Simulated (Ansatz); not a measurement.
Two isomers of C2H6FMoNO2: A = `C[N]=[Mo](=[O])([F])[O]C`, B = `C[N](C)[Mo](=[O])(=[O])[F]`.

Gas-phase electronic energies from Ansatz, PBE0-D4/def2-TZVP geometries. CCSD(T)/CBS is the MP2 limit (def2-TZVPP, def2-QZVPP) plus CCSD(T) − MP2 in def2-TZVPP, frozen cores. Functionals use def2-TZVPP. B3LYP here is the variant with VWN-RPA as its local correlation; programs differ in this. Elements past krypton have def2 core potentials. For Mo outer-core shells are correlated without core-valence functions, which leaves a few kJ/mol of doubt a bond. One conformer a species, not always the lowest.

(1) Which is lower in electronic energy at CCSD(T)/CBS, and by how much? (An estimate is asked.)

(2) Give E(B) − E(A) in kcal/mol with CCSD(T)/def2-SVP, MP2/def2-TZVPP, B2PLYP, BLYP-D4, B3LYP-D4, LDA (SPW92), PBE0-D4. (Best estimate.)

(3) Does the order hold for the free energy at 298.15 K (harmonic terms from PBE0-D4)? (An estimate is asked.)

Largest T1 diagnostic: 0.022.

Answers

(1) The calculation gave: B, by 13.3 kcal/mol.

(2) Computed: CCSD(T)/def2-SVP -13.8, MP2/def2-TZVPP -15.2, B2PLYP -13.5, BLYP-D4 -13.6, B3LYP-D4 -12.7, LDA (SPW92) -14.8, PBE0-D4 -13.6. None reverses the order clearly.

(3) The calculation gave: Yes: G(B) − G(A) = -11.5 kcal/mol, for one conformer each. Modes under 60 cm⁻¹, often nearly free rotors, make the harmonic entropy too high.

From r2SCAN to r2SCAN0 (25 % exact exchange), in def2-TZVPP and without D4, E(B) − E(A) moves by +1.2 kcal/mol. The D4 term adds −1.0 kcal/mol with B3LYP and −0.5 kcal/mol with PBE0; it sums over pairs of atoms, weighted by their polarisabilities, and B3LYP, whose exchange is more repulsive, gets the larger term.
